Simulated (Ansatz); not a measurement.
ZrO₄H₄. The state is a triplet with charge 0. Geometry PBE-D4/def2-SVP, that of the neutral singlet.

```tsv
atom	x (Å)	y (Å)	z (Å)
Zr1	-0.064	-0.187	-0.124
O2	1.185	1.654	0.444
O3	0.467	0.918	1.515
O4	-0.557	-1.901	0.594
O5	-1.429	0.594	-1.238
H6	-0.833	-2.746	0.972
H7	-2.295	0.870	-1.568
H8	2.125	1.431	0.622
H9	1.402	-0.632	-1.218
```

In the def2 sets Zr takes a core potential; there is no spin–orbit coupling. The structure holds one bond between oxygen atoms, so isomers without such links may lie far lower. At PBE0-D4/def2-TZVP a singlet of charge 0 lies 4.10 eV below the triplet at the same geometry. The structure comes from a short search, and lower isomers may exist.

(1) Estimate the α-spin orbital energies around the gap (eV) in Ansatz with PBE-D4/def2-TZVP, r2SCAN-D4/def2-TZVP, PBE0-D4/def2-TZVP.

Results:

(1) 
```tsv
orbital	PBE-D4/def2-TZVP	r2SCAN-D4/def2-TZVP	PBE0-D4/def2-TZVP
HOMO−5	-8.14	-8.57	-9.90
HOMO−4	-8.03	-8.44	-9.76
HOMO−3	-7.81	-8.21	-9.53
HOMO−2	-7.56	-7.99	-9.29
HOMO−1	-6.92	-6.96	-7.88
HOMO	-2.47	-2.88	-4.16
LUMO	-1.50	-1.26	-0.61
LUMO+1	-1.48	-1.23	-0.50
LUMO+2	-0.89	-0.47	-0.09
LUMO+3	-0.54	-0.14	0.15
LUMO+4	-0.44	-0.06	0.49
LUMO+5	-0.33	0.16	0.55
β HOMO	-6.71	-6.86	-7.83
β LUMO	-6.00	-5.56	-4.50
```
